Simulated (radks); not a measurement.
The table gives one normalised radial function P(r) = r R(r) of Si12+ in [He] (r in bohr). Calculated with a radial shooting solver on a logarithmic mesh with Libxc functionals: non-relativistic Kohn-Sham, exchange-only B88, spin-polarised, spherical densities, point nucleus.

r,P
0.005656,0.5354
0.006127,0.5761
0.006584,0.6152
0.007132,0.6613
0.007665,0.7054
0.008303,0.7573
0.008923,0.8068
0.009666,0.8650
0.01039,0.9202
0.01125,0.9848
0.01209,1.0460
0.0131,1.1172
0.01408,1.1843
0.01525,1.2620
0.01639,1.3348
0.01775,1.4187
0.01923,1.5054
0.02067,1.5856
0.02239,1.6769
0.02406,1.7605
0.02607,1.8545
0.02801,1.9396
0.03035,2.0339
0.03261,2.1179
0.03533,2.2092
0.03796,2.2886
0.04113,2.3726
0.0442,2.4434
0.04788,2.5152
0.05145,2.5724
0.05574,2.6262
0.0599,2.6645
0.06489,2.6944
0.06973,2.7085
0.07554,2.7087
0.08118,2.6938
0.08794,2.6596
0.09526,2.6060
0.1024,2.5410
0.1109,2.4500
0.1192,2.3519
0.1291,2.2257
0.1387,2.0982
0.1503,1.9431
0.1615,1.7937
0.175,1.6198
0.188,1.4592
0.2037,1.2797
0.2189,1.1206
0.2371,0.9500
0.2548,0.8049
0.2761,0.6559
0.2967,0.5348
0.3214,0.4163
0.3454,0.3247
0.3741,0.2395
0.4021,0.1774
0.4356,0.1230

Which n and l does it have? It may be an empty orbital.

Answer. n = 1, l = 0: the number of nodes gives n - l - 1 = 0, the rise at small r (about r^(l+1)) gives l, and the extent must fit the shell. The curve is that of 1s. 1s: eigenvalue -2347.2 eV, 0 radial nodes, <r> = 0.110 bohr, 90 % of the charge inside 0.196 bohr.
